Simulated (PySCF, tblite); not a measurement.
Isomers of C6H10OS2Si. Calculated harmonic vibrations of the isolated species, GFN2-xTB (tblite), most abundant isotopes, no scaling. This tight-binding method is rough: wavenumbers can miss measured ones by several per cent, in bad cases by 10 to 20. Modes of hydrogen on silicon can be 10 to 20 % off. One conformer each.

Electronic energies: PBE0/pcSseg-1 single points on the GFN2-xTB geometries (PySCF, gas phase).

```tsv
SMILES	electronic energy, lowest = 0 (kcal/mol)
C=C([SiH2]OC(C)=S)C(C)=S	22.9
CC(=S)/C=C\[Si@H]1OCCS1	0.0
CS[SiH2]SCc1ccco1	4.3
```

Q: How do GFN2-xTB zero-point energies change the relative energies?

A: 
```json
{"SMILES": "CC(=S)/C=C\\[Si@H]1OCCS1", "ZPE (kcal/mol)": "91.8", "of it from modes above 1550 cm⁻¹": "44.2", "electronic (kcal/mol)": "0.0", "with ZPE, lowest = 0 (kcal/mol)": "0.0", "lowest mode (cm⁻¹)": "41", "rings": "1"}
{"SMILES": "CS[SiH2]SCc1ccco1", "ZPE (kcal/mol)": "90.1", "of it from modes above 1550 cm⁻¹": "44.3", "electronic (kcal/mol)": "4.3", "with ZPE, lowest = 0 (kcal/mol)": "2.6", "lowest mode (cm⁻¹)": "24", "rings": "1"}
{"SMILES": "C=C([SiH2]OC(C)=S)C(C)=S", "ZPE (kcal/mol)": "88.1", "of it from modes above 1550 cm⁻¹": "43.8", "electronic (kcal/mol)": "22.9", "with ZPE, lowest = 0 (kcal/mol)": "19.2", "lowest mode (cm⁻¹)": "29", "rings": "0"}
```

The zero-point energies span 3.7 kcal/mol, from `C=C([SiH2]OC(C)=S)C(C)=S` to `CC(=S)/C=C\[Si@H]1OCCS1`. The order is unchanged.

Q: And how do the electronic energies of GFN2-xTB itself compare?

A: `CC(=S)/C=C\[Si@H]1OCCS1` 5.8; `CS[SiH2]SCc1ccco1` 0.0; `C=C([SiH2]OC(C)=S)C(C)=S` 23.3 kcal/mol, lowest = 0. Against the energies above, taken from the same isomer `CC(=S)/C=C\[Si@H]1OCCS1`, the largest difference is 10.1 kcal/mol.
